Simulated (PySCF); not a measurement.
**Electron correlation in Cl²⁺ (chlorine, charge +2)**

[Ne] 3s2 3p3, high-spin 4S determinant. All numbers are calculated (PySCF 2.14, the non-relativistic Hamiltonian (point nucleus), in 6-31G*). Frozen: [Ne]; 5 electrons correlated.

MP2 pair energies summed by pair of shells (mhartree):

```tsv
pair	energy	share (%)
3s-3p	-46.43	65.9
3p-3p	-16.84	23.9
3s-3s	-7.21	10.2
```

Total MP2 correlation energy: -70.48 mhartree.

Same-spin part -18.00 and opposite-spin part -52.48 mhartree; SCS-MP2 scales them by 1/3 and 6/5 to -68.98 mhartree.

| level | correlation energy (mhartree) |
| --- | --- |
| CCSD | -89.33 |
| (T) | -0.81 |
| CCSD(T) | -90.14 |

Diagnostics: T1 = 0.0027, D1 = 0.0069, largest double amplitude 0.058.

Problem. Is a single reference adequate?

Solution. Yes: T1 lies below 0.03 and no double amplitude reaches 0.07.
